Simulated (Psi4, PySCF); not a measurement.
PySCF was given this input:
```python
from pyscf import gto, scf, mp

mol = gto.M(
    atom='''
Si   -1.11909809   -0.11289752    0.02233081
P     1.15602004    0.15282726   -0.13415520
H    -2.29260709   -0.93582205   -0.46776480
H    -1.55723131    1.25493495   -0.30971743
H    -1.35069510   -0.26986853    1.48176156
H     1.36139732   -1.18560754    0.15803934
H     2.16620900    0.42451950    0.83737793
''',
    basis='6-311g**',
    charge=-1,
    spin=1,
    verbose=4,
)

mf = scf.UHF(mol)
mf.kernel()

pt = mp.MP2(mf, frozen=10)
pt.kernel()
print('E(MP2) = %.10f' % pt.e_tot)
```

Question: Give the equivalent Psi4 input.

Answer: One answer among several that fit: 
```
memory 2 GB

molecule mol {
-1 2
Si   -1.119098   -0.112898    0.022331
P     1.156020    0.152827   -0.134155
H    -2.292607   -0.935822   -0.467765
H    -1.557231    1.254935   -0.309717
H    -1.350695   -0.269869    1.481762
H     1.361397   -1.185608    0.158039
H     2.166209    0.424519    0.837378
}

set {
  basis 6-311g**
  reference uhf
  freeze_core true
  mp2_type conv
  scf_type pk
  puream true
  d_convergence 1e-8
}

energy('mp2')
print_variables()
```

Both were run: PySCF gave -632.759712 Eh and Psi4 -632.759712 Eh, 0.000 mEh apart.
